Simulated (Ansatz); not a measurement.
ClFGeH$_{2}$S, SMILES `[F][GeH]([SH])[Cl]` from Hartree–Fock to CCSD(T)

| atom | x (Å) | y (Å) | z (Å) |
| --- | --- | --- | --- |
| F1 | 0.4973 | -1.1876 | 1.3328 |
| Ge2 | 0.1385 | 0.2505 | 0.4428 |
| S3 | 0.7060 | -0.0215 | -1.6536 |
| Cl4 | -1.9711 | 0.4796 | 0.6528 |
| H5 | 0.8901 | 1.4099 | 1.0916 |
| H6 | -0.2608 | -0.9309 | -1.8666 |

Charge 0, multiplicity 1. Correlated methods include outer-core shells of Ge, which these sets cover unevenly. Scalar relativity is left out up to krypton. The geometry is a stationary point of PBE0-D4/def2-TZVP. It is one conformer, not always the lowest. Frozen core, restricted reference, Ansatz.

```tsv
basis	HF (Eh)	MP2 corr.
def2-SVP	-3032.49385	-0.67374
def2-TZVPP	-3033.18912	-0.86399
def2-QZVPP	-3033.26012	-1.18717
```

(1) Estimate the CCSD correlation energy and the (T) correction in each basis where they were run (hartree).

Answers

(1) 
```json
{"basis": "def2-SVP", "CCSD corr.": "-0.70033", "(T)": "-0.01663"}
{"basis": "def2-TZVPP", "CCSD corr.": "-0.89625", "(T)": "-0.03479"}
```
